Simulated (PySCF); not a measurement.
The calculation used delta-SCF UKS SCAN, pcX-2 on the ionised atom, pcseg-1 elsewhere, spin-free X2C (PySCF). Geometries: PBE0-D3(BJ)/def2-SVP; isolated species, one conformer each. Values against the vacuum level.

Question: Rank by computed C 1s binding energy, lowest first.
A. C3 in `[BH3-:1][P@+:2]1([CH3:3])[C:4]([SiH3:5])=[C:6]1[O:7][CH3:8]`
B. C1 in `[CH2:1]1[CH2:2][CH2:3][CH2:4][NH:5][CH2:6][CH2:7]1`
C. Carbon in `O=CF` (CHFO)

Answer: B (290.12 eV), A (290.84 eV), C (296.99 eV).

From the lowest up, the atoms are bonded to: 2 C and 2 H (290.12); 3 H and P (290.84); F, O (double bond) and H (296.99).


Method: PySCF 2.14.0, delta-SCF UKS SCAN, pcX-2 on the ionised atom, pcseg-1 elsewhere, spin-free X2C. Geometries: PBE0-D3(BJ)/def2-SVP; isolated species, one conformer each. Values against the vacuum level.

(1) Rank by computed C 1s binding energy, lowest first.
A. Carbon in `N#[C][GeH3]`
B. C2 in `[BH:1]1[CH:2]=[CH:3][B:4]([CH:5]2[CH2:6][CH2:7]2)[CH:8]=[CH:9]1`
C. C1 in `[CH3:1][CH2:2][CH2:3][CH2:4][Se:5][Si:6]([CH3:7])([CH3:8])[Cl:9]`

Results:

(1) B (289.64 eV), C (290.48 eV), A (291.97 eV).

From the lowest up, the atoms are bonded to: C (double bond), H and B (289.64); C and 3 H (290.48); N (triple bond) and Ge (291.97).
